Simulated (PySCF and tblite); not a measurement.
The numbers below are computed, except where a source is named.
C₇H₆O₂S₂, numbered as in [CH3:1][O:2][c:3]1[cH:4][c:5]2[s:6][cH:7][c:8]([OH:9])[c:10]2[s:11]1.

Level: CAM-B3LYP-D3(BJ)/6-31G*//GFN2-xTB, thermal terms from GFN2-xTB, symmetry numbers and mirror pairs counted. Conformers within 2.5 kcal/mol (GFN2-xTB free energy) were kept, 4 at most. Programs: PySCF with density fitting and tblite.

Rotational constants are equilibrium values for the commonest isotopes; dipoles come from the energy level named.

Torsions listed: C1–O2–C3–S11, C7–C8–O9–H9.

```
conformer       shape  symmetry
        1    180°, 0°        Cs
        2  180°, 180°        Cs
        3      0°, 0°        Cs
        4    0°, 180°        Cs
```

Question: Give the rotational constants and dipole components, as needed to look for these species in a jet-cooled rotational spectrum.

Answer: 
```tsv
conformer	A (MHz)	B (MHz)	C (MHz)	abs μa (D)	abs μb (D)	abs μc (D)	κ	Ic−Ia−Ib (u Å²)
1	1669	600	443	0.04	1.52	0.00	-0.74	-3.2
2	1665	601	443	2.69	0.70	0.00	-0.74	-3.2
3	1750	600	448	0.14	1.21	0.00	-0.77	-3.2
4	1748	601	448	2.91	1.38	0.00	-0.77	-3.2
```

Question: Which type of transition is strongest for conformer 1?

Answer: b-type, since that component is clearly the largest; the top is asymmetric (κ = -0.74).


Conformer gaps in 6-31G* on xTB geometries can be 2 kcal/mol off for S=O, P=O and other polar bonds.